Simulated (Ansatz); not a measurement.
## Molecular dynamics of BrNa

The input (input.yaml):

```yaml
crystal:
  periodic: [false, false, false]
  atoms:
    - { symbol: Na, position_ang: [1.091628, -0.412971, 0.544313] }
    - { symbol: Br, position_ang: [-1.062228, 0.352771, -0.540313] }
basis:
  gaussian: { orbitals: def2-SVP }
hamiltonian:
  xc: hf
md:
  timestep: 2.0
  n_steps: 150
  ensemble: nve
  temperature: 500.0
  initial_velocities: maxwell_boltzmann
  seed: 780979
```

Command:

```bash
$ ansatz run input.yaml --threads 1 --pin off --max-ram 2048MiB --backend cpu --events-out ev --progress --plain --runs-dir out
```

It starts from a relaxed structure.

Output, in part (one step line in 2, the closing report, with atoms numbered from 0):

```
md step     0: t =     0.00 fs  T =   500.0 K  F+E_penalty+E_count = -74395.33027476 eV  E_kin = 0.021543 eV  conserved = -74395.30873142 eV  (29 SCF iters)
md step     2: t =     4.00 fs  T =   472.8 K  F+E_penalty+E_count = -74395.32910381 eV  E_kin = 0.020373 eV  conserved = -74395.30873056 eV  (24 SCF iters)
md step     4: t =     8.00 fs  T =   397.6 K  F+E_penalty+E_count = -74395.32585166 eV  E_kin = 0.017130 eV  conserved = -74395.30872191 eV  (24 SCF iters)
md step     6: t =    12.00 fs  T =   288.0 K  F+E_penalty+E_count = -74395.32111366 eV  E_kin = 0.012408 eV  conserved = -74395.30870613 eV  (24 SCF iters)
md step     8: t =    16.00 fs  T =   167.8 K  F+E_penalty+E_count = -74395.31591510 eV  E_kin = 0.007228 eV  conserved = -74395.30868669 eV  (21 SCF iters)
md step    10: t =    20.00 fs  T =    65.6 K  F+E_penalty+E_count = -74395.31149449 eV  E_kin = 0.002826 eV  conserved = -74395.30866885 eV  (21 SCF iters)
md step    12: t =    24.00 fs  T =     7.3 K  F+E_penalty+E_count = -74395.30897317 eV  E_kin = 0.000315 eV  conserved = -74395.30865823 eV  (20 SCF iters)
md step    14: t =    28.00 fs  T =     8.3 K  F+E_penalty+E_count = -74395.30901437 eV  E_kin = 0.000356 eV  conserved = -74395.30865840 eV  (19 SCF iters)
md step    16: t =    32.00 fs  T =    68.2 K  F+E_penalty+E_count = -74395.31160713 eV  E_kin = 0.002938 eV  conserved = -74395.30866932 eV  (21 SCF iters)
md step    18: t =    36.00 fs  T =   171.3 K  F+E_penalty+E_count = -74395.31606994 eV  E_kin = 0.007383 eV  conserved = -74395.30868731 eV  (21 SCF iters)
md step    20: t =    40.00 fs  T =   291.6 K  F+E_penalty+E_count = -74395.32127245 eV  E_kin = 0.012566 eV  conserved = -74395.30870671 eV  (23 SCF iters)
md step    22: t =    44.00 fs  T =   400.5 K  F+E_penalty+E_count = -74395.32597820 eV  E_kin = 0.017256 eV  conserved = -74395.30872232 eV  (23 SCF iters)
md step    24: t =    48.00 fs  T =   474.4 K  F+E_penalty+E_count = -74395.32917264 eV  E_kin = 0.020442 eV  conserved = -74395.30873073 eV  (23 SCF iters)
md step    26: t =    52.00 fs  T =   500.0 K  F+E_penalty+E_count = -74395.33027545 eV  E_kin = 0.021544 eV  conserved = -74395.30873136 eV  (23 SCF iters)
md step    28: t =    56.00 fs  T =   475.2 K  F+E_penalty+E_count = -74395.32920082 eV  E_kin = 0.020476 eV  conserved = -74395.30872502 eV  (23 SCF iters)
md step    30: t =    60.00 fs  T =   408.0 K  F+E_penalty+E_count = -74395.32629441 eV  E_kin = 0.017580 eV  conserved = -74395.30871422 eV  (23 SCF iters)
md step    32: t =    64.00 fs  T =   313.2 K  F+E_penalty+E_count = -74395.32219681 eV  E_kin = 0.013495 eV  conserved = -74395.30870143 eV  (23 SCF iters)
md step    34: t =    68.00 fs  T =   208.9 K  F+E_penalty+E_count = -74395.31768792 eV  E_kin = 0.008999 eV  conserved = -74395.30868897 eV  (21 SCF iters)
md step    36: t =    72.00 fs  T =   113.0 K  F+E_penalty+E_count = -74395.31354520 eV  E_kin = 0.004867 eV  conserved = -74395.30867838 eV  (21 SCF iters)
md step    38: t =    76.00 fs  T =    40.9 K  F+E_penalty+E_count = -74395.31043327 eV  E_kin = 0.001762 eV  conserved = -74395.30867087 eV  (21 SCF iters)
md step    40: t =    80.00 fs  T =     3.7 K  F+E_penalty+E_count = -74395.30882661 eV  E_kin = 0.000159 eV  conserved = -74395.30866713 eV  (20 SCF iters)
md step    42: t =    84.00 fs  T =     6.9 K  F+E_penalty+E_count = -74395.30896295 eV  E_kin = 0.000296 eV  conserved = -74395.30866744 eV  (19 SCF iters)
md step    44: t =    88.00 fs  T =    49.9 K  F+E_penalty+E_count = -74395.31082231 eV  E_kin = 0.002151 eV  conserved = -74395.30867178 eV  (21 SCF iters)
md step    46: t =    92.00 fs  T =   126.5 K  F+E_penalty+E_count = -74395.31412866 eV  E_kin = 0.005449 eV  conserved = -74395.30867981 eV  (21 SCF iters)
md step    48: t =    96.00 fs  T =   224.8 K  F+E_penalty+E_count = -74395.31837463 eV  E_kin = 0.009684 eV  conserved = -74395.30869078 eV  (21 SCF iters)
md step    50: t =   100.00 fs  T =   328.8 K  F+E_penalty+E_count = -74395.32287240 eV  E_kin = 0.014169 eV  conserved = -74395.30870342 eV  (24 SCF iters)
md step    52: t =   104.00 fs  T =   420.5 K  F+E_penalty+E_count = -74395.32683615 eV  E_kin = 0.018120 eV  conserved = -74395.30871606 eV  (24 SCF iters)
md step    54: t =   108.00 fs  T =   482.1 K  F+E_penalty+E_count = -74395.32949750 eV  E_kin = 0.020771 eV  conserved = -74395.30872635 eV  (24 SCF iters)
md step    56: t =   112.00 fs  T =   499.4 K  F+E_penalty+E_count = -74395.33025105 eV  E_kin = 0.021519 eV  conserved = -74395.30873179 eV  (24 SCF iters)
md step    58: t =   116.00 fs  T =   466.0 K  F+E_penalty+E_count = -74395.32880957 eV  E_kin = 0.020080 eV  conserved = -74395.30872997 eV  (24 SCF iters)
md step    60: t =   120.00 fs  T =   385.6 K  F+E_penalty+E_count = -74395.32533319 eV  E_kin = 0.016613 eV  conserved = -74395.30872031 eV  (24 SCF iters)
md step    62: t =   124.00 fs  T =   273.2 K  F+E_penalty+E_count = -74395.32047663 eV  E_kin = 0.011773 eV  conserved = -74395.30870388 eV  (24 SCF iters)
md step    64: t =   128.00 fs  T =   153.7 K  F+E_penalty+E_count = -74395.31530581 eV  E_kin = 0.006621 eV  conserved = -74395.30868433 eV  (21 SCF iters)
md step    66: t =   132.00 fs  T =    55.6 K  F+E_penalty+E_count = -74395.31106410 eV  E_kin = 0.002397 eV  conserved = -74395.30866709 eV  (21 SCF iters)
md step    68: t =   136.00 fs  T =     4.1 K  F+E_penalty+E_count = -74395.30883375 eV  E_kin = 0.000176 eV  conserved = -74395.30865766 eV  (20 SCF iters)
md step    70: t =   140.00 fs  T =    12.6 K  F+E_penalty+E_count = -74395.30920307 eV  E_kin = 0.000544 eV  conserved = -74395.30865924 eV  (19 SCF iters)
md step    72: t =   144.00 fs  T =    79.0 K  F+E_penalty+E_count = -74395.31207378 eV  E_kin = 0.003402 eV  conserved = -74395.30867128 eV  (21 SCF iters)
md step    74: t =   148.00 fs  T =   185.8 K  F+E_penalty+E_count = -74395.31669373 eV  E_kin = 0.008004 eV  conserved = -74395.30868977 eV  (21 SCF iters)
md step    76: t =   152.00 fs  T =   306.2 K  F+E_penalty+E_count = -74395.32190013 eV  E_kin = 0.013191 eV  conserved = -74395.30870895 eV  (23 SCF iters)
md step    78: t =   156.00 fs  T =   411.8 K  F+E_penalty+E_count = -74395.32646774 eV  E_kin = 0.017744 eV  conserved = -74395.30872382 eV  (23 SCF iters)
md step    80: t =   160.00 fs  T =   480.3 K  F+E_penalty+E_count = -74395.32942682 eV  E_kin = 0.020696 eV  conserved = -74395.30873124 eV  (30 SCF iters)
md step    82: t =   164.00 fs  T =   499.6 K  F+E_penalty+E_count = -74395.33025745 eV  E_kin = 0.021527 eV  conserved = -74395.30873093 eV  (23 SCF iters)
md step    84: t =   168.00 fs  T =   469.0 K  F+E_penalty+E_count = -74395.32893211 eV  E_kin = 0.020208 eV  conserved = -74395.30872391 eV  (23 SCF iters)
md step    86: t =   172.00 fs  T =   397.5 K  F+E_penalty+E_count = -74395.32584084 eV  E_kin = 0.017128 eV  conserved = -74395.30871273 eV  (23 SCF iters)
md step    88: t =   176.00 fs  T =   300.6 K  F+E_penalty+E_count = -74395.32164963 eV  E_kin = 0.012950 eV  conserved = -74395.30869987 eV  (23 SCF iters)
md step    90: t =   180.00 fs  T =   196.3 K  F+E_penalty+E_count = -74395.31714520 eV  E_kin = 0.008458 eV  conserved = -74395.30868757 eV  (21 SCF iters)
md step    92: t =   184.00 fs  T =   102.6 K  F+E_penalty+E_count = -74395.31309640 eV  E_kin = 0.004419 eV  conserved = -74395.30867730 eV  (21 SCF iters)
md step    94: t =   188.00 fs  T =    34.3 K  F+E_penalty+E_count = -74395.31014804 eV  E_kin = 0.001478 eV  conserved = -74395.30867022 eV  (21 SCF iters)
md step    96: t =   192.00 fs  T =     1.9 K  F+E_penalty+E_count = -74395.30874750 eV  E_kin = 0.000081 eV  conserved = -74395.30866697 eV  (20 SCF iters)
md step    98: t =   196.00 fs  T =    10.1 K  F+E_penalty+E_count = -74395.30910155 eV  E_kin = 0.000434 eV  conserved = -74395.30866779 eV  (19 SCF iters)
md step   100: t =   200.00 fs  T =    57.7 K  F+E_penalty+E_count = -74395.31115825 eV  E_kin = 0.002486 eV  conserved = -74395.30867261 eV  (21 SCF iters)
md step   102: t =   204.00 fs  T =   137.6 K  F+E_penalty+E_count = -74395.31461140 eV  E_kin = 0.005930 eV  conserved = -74395.30868104 eV  (21 SCF iters)
md step   104: t =   208.00 fs  T =   237.6 K  F+E_penalty+E_count = -74395.31892816 eV  E_kin = 0.010236 eV  conserved = -74395.30869230 eV  (21 SCF iters)
md step   106: t =   212.00 fs  T =   341.1 K  F+E_penalty+E_count = -74395.32340358 eV  E_kin = 0.014699 eV  conserved = -74395.30870503 eV  (24 SCF iters)
md step   108: t =   216.00 fs  T =   430.1 K  F+E_penalty+E_count = -74395.32724709 eV  E_kin = 0.018530 eV  conserved = -74395.30871752 eV  (30 SCF iters)
md step   110: t =   220.00 fs  T =   486.8 K  F+E_penalty+E_count = -74395.32970201 eV  E_kin = 0.020975 eV  conserved = -74395.30872734 eV  (24 SCF iters)
md step   112: t =   224.00 fs  T =   498.1 K  F+E_penalty+E_count = -74395.33019376 eV  E_kin = 0.021462 eV  conserved = -74395.30873202 eV  (24 SCF iters)
md step   114: t =   228.00 fs  T =   458.5 K  F+E_penalty+E_count = -74395.32848406 eV  E_kin = 0.019755 eV  conserved = -74395.30872923 eV  (24 SCF iters)
md step   116: t =   232.00 fs  T =   373.1 K  F+E_penalty+E_count = -74395.32479345 eV  E_kin = 0.016075 eV  conserved = -74395.30871862 eV  (24 SCF iters)
md step   118: t =   236.00 fs  T =   258.4 K  F+E_penalty+E_count = -74395.31983465 eV  E_kin = 0.011133 eV  conserved = -74395.30870158 eV  (24 SCF iters)
md step   120: t =   240.00 fs  T =   139.9 K  F+E_penalty+E_count = -74395.31471068 eV  E_kin = 0.006029 eV  conserved = -74395.30868198 eV  (21 SCF iters)
md step   122: t =   244.00 fs  T =    46.4 K  F+E_penalty+E_count = -74395.31066459 eV  E_kin = 0.001999 eV  conserved = -74395.30866542 eV  (21 SCF iters)
md step   124: t =   248.00 fs  T =     1.8 K  F+E_penalty+E_count = -74395.30873432 eV  E_kin = 0.000077 eV  conserved = -74395.30865724 eV  (20 SCF iters)
md step   126: t =   252.00 fs  T =    17.9 K  F+E_penalty+E_count = -74395.30943023 eV  E_kin = 0.000770 eV  conserved = -74395.30866021 eV  (20 SCF iters)
md step   128: t =   256.00 fs  T =    90.4 K  F+E_penalty+E_count = -74395.31256725 eV  E_kin = 0.003894 eV  conserved = -74395.30867331 eV  (21 SCF iters)
md step   130: t =   260.00 fs  T =   200.4 K  F+E_penalty+E_count = -74395.31732640 eV  E_kin = 0.008634 eV  conserved = -74395.30869220 eV  (21 SCF iters)
md step   132: t =   264.00 fs  T =   320.4 K  F+E_penalty+E_count = -74395.32251785 eV  E_kin = 0.013807 eV  conserved = -74395.30871110 eV  (23 SCF iters)
md step   134: t =   268.00 fs  T =   422.6 K  F+E_penalty+E_count = -74395.32693248 eV  E_kin = 0.018207 eV  conserved = -74395.30872516 eV  (23 SCF iters)
md step   136: t =   272.00 fs  T =   485.5 K  F+E_penalty+E_count = -74395.32964853 eV  E_kin = 0.020917 eV  conserved = -74395.30873181 eV  (23 SCF iters)
md step   138: t =   276.00 fs  T =   498.4 K  F+E_penalty+E_count = -74395.33020647 eV  E_kin = 0.021476 eV  conserved = -74395.30873041 eV  (23 SCF iters)
md step   140: t =   280.00 fs  T =   462.2 K  F+E_penalty+E_count = -74395.32863649 eV  E_kin = 0.019914 eV  conserved = -74395.30872274 eV  (23 SCF iters)
md step   142: t =   284.00 fs  T =   386.6 K  F+E_penalty+E_count = -74395.32537058 eV  E_kin = 0.016659 eV  conserved = -74395.30871122 eV  (23 SCF iters)
md step   144: t =   288.00 fs  T =   287.8 K  F+E_penalty+E_count = -74395.32109777 eV  E_kin = 0.012399 eV  conserved = -74395.30869831 eV  (23 SCF iters)
md step   146: t =   292.00 fs  T =   183.9 K  F+E_penalty+E_count = -74395.31660950 eV  E_kin = 0.007923 eV  conserved = -74395.30868619 eV  (21 SCF iters)
md step   148: t =   296.00 fs  T =    92.6 K  F+E_penalty+E_count = -74395.31266442 eV  E_kin = 0.003988 eV  conserved = -74395.30867627 eV  (21 SCF iters)
md step   150: t =   300.00 fs  T =    28.2 K  F+E_penalty+E_count = -74395.30988640 eV  E_kin = 0.001217 eV  conserved = -74395.30866964 eV  (31 SCF iters)
Total energy: -74395.30988640 eV, -2733.9772113731 hartree
Atom 0 at     1.149737    -0.433630     0.573575 Å, force    -0.377080     0.134060    -0.189888 eV/Å
Atom 1 at    -1.078947     0.358715    -0.548732 Å, force     0.377080    -0.134060     0.189888 eV/Å
Dipole moment:     1.728875    -0.614652     0.870617 e Å
```

The run went to its last step. The conserved energy stayed within 0.037 meV per atom of its start (net change 0.03 meV per atom), so the integration is sound. The temperature averaged 0.54 of the 500 K drawn at the start: a run that starts near a minimum puts about half its kinetic energy into the potential. A run of 0.3 ps of so small a system gives no equilibrium averages.

The same pairs are bonded in the first frame and the last. Pairs count as bonded within 1.25 times the sum of covalent radii (0.12 Å more for H–H).

Last frame:

```xyz
2
Properties=species:S:1:pos:R:3
Na 1.150 -0.434 0.574
Br -1.079 0.359 -0.549
```

Time of the run: 37 s on 1 thread of Intel(R) Xeon(R) 6975P-C (Granite Rapids), with other jobs on the host, peak memory 0.1 GiB.
